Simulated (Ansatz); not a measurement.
System: C$_{4}$H$_{3}$OSe, net charge 0, doublet state. It need not be the lowest isomer of its formula. 
Structure (B3LYP-D3(BJ)/def2-TZVP (Ansatz, a program for electronic structure) minimum search):
```
C
C 1 1.3581
O 1 1.3655 2 121.32
H 3 0.9627 1 109.81 2 180.00
H 2 1.0769 1 127.21 3 0.00
C 1 1.4459 2 115.89 5 -180.00
C 6 1.3424 1 111.61 2 0.00
H 6 1.0825 7 125.02 1 180.00
Se 7 1.8525 6 115.82 8 -180.00
```
Charge 0, spin multiplicity 2.

Total electronic energies in hartree. Cores are frozen in the correlated levels unless marked. UHF or UKS for open shells. Spin-orbit coupling is left out. Frozen are the shells of the preceding noble gas and the d and f shells that filled before the atom's block. No relativistic terms. CBS marks a two-point X^-3 extrapolation of the correlation energy; Hartree-Fock from the larger set.

The UHF reference is spin-contaminated (<S^2> 0.42 over the pure value in the largest basis). 

| level | program | energy (Eh) |
|---|---|---|
| HF/STO-3G | Ansatz | -2598.66318 |
| HF/6-31G* | Ansatz | -2627.51114 |
| PBE-D4/def2-TZVPD | Ansatz + dftd4 | -2630.36201 |
| r2SCAN-D3(BJ)/def2-TZVPD | Ansatz + dftd3 | -2630.85187 |
| B3LYP-D4/def2-TZVPD | Ansatz + dftd4 | -2631.02861 |
| B3LYP/def2-TZVPD | Ansatz | -2631.01272 |
| PBE0/STO-3G | Ansatz | -2600.83011 |
| PBE0-D4/def2-TZVP | Ansatz + dftd4 | -2630.44005 |
| BHLYP-D3(BJ)/def2-TZVPD | Ansatz + dftd3 | -2630.84204 |
| MP2/cc-pVDZ | Ansatz | -2628.56869 |
| MP2/cc-pVQZ | Ansatz | -2628.99023 |
| CCSD/6-31G* | Ansatz | -2628.30972 |
| CCSD/cc-pVQZ | Ansatz | -2629.02519 |
| CCSD(T)/cc-pVQZ | Ansatz | -2629.08371 |
| CCSD(T)/CBS(cc-pVTZ,cc-pVQZ) | Ansatz | -2629.1314 |

Totals of different functionals don't rank their quality; only differences between species are comparable.
